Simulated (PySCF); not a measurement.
C4H7FO2. Atoms are numbered in the order given.

```xyz
14

C      0.8539    -1.1063     1.6599
C      0.4086    -0.3872     0.4313
F      1.2203    -0.6193    -0.6471
C     -1.0408    -0.2592     0.0398
O     -1.3157    -0.2893    -1.3190
C     -0.2512     0.9668     0.4602
O      0.0221     1.8814    -0.5234
H      1.8609    -0.7752     1.9557
H      0.1664    -0.8984     2.4920
H      0.8734    -2.1945     1.4933
H     -1.8238    -0.6794     0.6831
H     -0.6571    -0.8598    -1.7379
H     -0.4430     1.4079     1.4456
H     -0.4342     1.5519    -1.3151
```

Coordinates come from a PBE0-D3(BJ)/def2-SVP optimisation. The structure was generated by enumeration; whether it is a known compound was not checked. One conformer was computed; it need not be the lowest.

All values below come from CAM-B3LYP/def2-TZVP run with PySCF.

ESP charges are fitted to the potential on shells at 1.4 to 2.0 van der Waals radii. Atomic charges (e):

```tsv
atom	Mulliken	ESP fit	meta-Löwdin
C1	-0.38	-0.59	-0.34
C2	0.19	0.35	0.27
F3	-0.23	-0.24	-0.31
C4	0.01	-0.03	0.05
O5	-0.47	-0.54	-0.51
C6	0.06	0.16	0.08
O7	-0.43	-0.58	-0.51
H8	0.14	0.18	0.12
H9	0.12	0.14	0.12
H10	0.13	0.17	0.12
H11	0.11	0.10	0.11
H12	0.34	0.40	0.35
H13	0.11	0.07	0.12
H14	0.32	0.40	0.34
```

### Question
Give the Mayer and Wiberg (Löwdin basis) orders of the bonds. (An estimate is asked for; the answer gives what the named calculation found.)

### Answer

| bond | Mayer | Wiberg |
|---|---|---|
| C1–C2 | 0.95 | 1.26 |
| C2–F3 | 1.03 | 1.60 |
| C2–C4 | 0.91 | 1.13 |
| C4–O5 | 1.02 | 1.59 |
| C2–C6 | 0.88 | 1.13 |
| C4–C6 | 0.90 | 1.15 |
| C6–O7 | 1.08 | 1.66 |
| C1–H8 | 0.98 | 0.89 |
| C1–H9 | 0.96 | 0.88 |
| C1–H10 | 0.97 | 0.89 |
| C4–H11 | 0.97 | 0.85 |
| O5–H12 | 0.87 | 0.99 |
| C6–H13 | 0.97 | 0.84 |
| O7–H14 | 0.86 | 0.97 |
